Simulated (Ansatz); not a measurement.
Consider the formal exchange of groups at the Si–S bond: `OC[SiH2]S` + `N[SiH3]` → `N[SiH2][SiH2]CO` + H₂S.

Isolated molecules relaxed with PBE0-D4/def2-TZVP in Ansatz; ΔE leaves out vibrations. CCSD(T)/CBS is the MP2 limit (def2-TZVPP, def2-QZVPP) plus CCSD(T) − MP2 in def2-TZVPP, frozen cores. This one scheme is used for every species. DFT in def2-TZVPP. B3LYP here is the variant with VWN-RPA as its local correlation; programs differ in this. Each species was taken in one conformer, which may not be the lowest.

`OC[SiH2]S`:

```xyz
10

O    -0.952    1.004   -0.811
C    -0.648   -0.368   -0.613
Si    0.980   -0.450    0.336
S     0.788    0.601    2.183
H    -1.802    1.077   -1.251
H    -1.427   -0.880   -0.031
H    -0.539   -0.904   -1.567
H     2.067    0.110   -0.508
H     1.296   -1.859    0.684
H     0.238    1.669    1.578
```

`N[SiH3]`:

Cartesian coordinates in Å:
```
N 0.495 -0.871 0.367
Si -0.292 0.492 -0.328
H -0.040 -1.535 0.903
H 1.421 -0.769 0.750
H -1.496 0.005 -1.049
H -0.744 1.545 0.630
H 0.657 1.133 -1.274
```

`N[SiH2][SiH2]CO`:

Cartesian coordinates in Å:
```
N 0.539 2.742 0.839
Si 0.744 1.025 0.826
Si -0.528 -0.135 -0.776
C -0.126 -1.994 -0.807
O -0.367 -2.613 0.451
H 0.791 3.273 0.020
H -0.291 3.125 1.263
H 0.383 0.536 2.184
H 2.181 0.729 0.564
H -0.312 0.445 -2.137
H -1.986 0.000 -0.467
H 0.938 -2.133 -1.017
H -0.669 -2.501 -1.616
H -1.295 -2.499 0.673
```

H₂S:

```xyz
3

S     0.602    0.050   -0.135
H    -0.482    0.778   -0.440
H    -0.121   -0.828    0.575
```

```csv
level,ΔE (kJ/mol),difference from CCSD(T)/CBS
PBE0-D4,62.3,-8.9
ωB97X-V,69.7,-1.5
B2PLYP,73.0,1.8
PBE,56.9,-14.3
PBE0,63.7,-7.5
B3LYP,68.6,-2.6
HF/def2-TZVPP,84.0,12.8
SCS-MP2/def2-TZVPP,78.4,7.2
MP2/CBS(def2),81.8,10.6
CCSD/CBS(def2),72.7,1.5
CCSD(T)/CBS,71.2,0
```

Largest T1 diagnostic among the species: 0.012.

From PBE to PBE0 (25 % exact exchange), in def2-TZVPP and without D4, ΔE moves by +6.7 kJ/mol. In def2-TZVPP, CCSD(T) changes the Hartree–Fock value by −15.1 kJ/mol (the triples alone add −1.5 kJ/mol) and MP2 by −4.6 kJ/mol.
